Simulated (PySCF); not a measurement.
Start geometry of `[OH][In-]([OH])([OH])[OH]` ([In(OH)4]-) from a GFN2-xTB structure with every atom displaced at random (by about 0.03 Å) (Å):
```
atom  x, y, z in Å
In1    0.0653   -0.0701    0.0074
O2     0.0237    0.0812    1.9956
H3    -0.8033    0.5980    2.1676
O4     2.0201   -0.1127   -0.6022
H5     2.3703    0.2582    0.1132
O6    -1.0251    1.6372   -0.6340
H7    -1.3957    1.2948   -1.4250
O8    -0.8924   -1.5655   -0.8099
H9    -0.2303   -2.1906   -0.8383
```

Task: What comes out of this run: PBE0-D3(BJ)/def2-SVP geometry optimisation, gas phase, def2 core potentials past Kr in PySCF?

Result: 
```
atom  x, y, z in Å
In1    0.0224   -0.0018   -0.0143
O2     0.0119    0.0902    2.0460
H3    -0.7787    0.5942    2.2688
O4     2.0079   -0.0881   -0.5616
H5     2.4869    0.3306    0.1618
O6    -1.0467    1.6309   -0.6791
H7    -1.4525    1.3502   -1.5065
O8    -0.8987   -1.6471   -0.8458
H9    -0.2197   -2.3285   -0.8948
```

The energy falls by 0.608 eV over 6 energy and gradient evaluations, the largest force component goes from 0.0938 to 3.3e-04 Eh/bohr, and the atoms move by 0.097 Å rms after alignment. The bond that changes most is In1–O8 (ends: indium bonded to 4 O; oxygen bonded to In and H), which lengthens by 0.106 Å. Bonds longer at the end by more than 0.005 Å: 6 of 8; shorter: 2. Among the angles that change most is In1–O4–H5, from 97.4° to 105.1°. Rotational constants go from 2828, 2706, 2431 to 2687, 2651, 2348 MHz. The orientation of the end geometry is arbitrary; only internal coordinates are fixed.

The run used 102 basis functions and 40 SCF cycles in all. On one thread of an Arm Neoverse V2, shared host, this took 24 s and 0.40 GiB of memory at its peak.

No frequency check. The geometry's basis has no diffuse functions, a weakness for an anion.
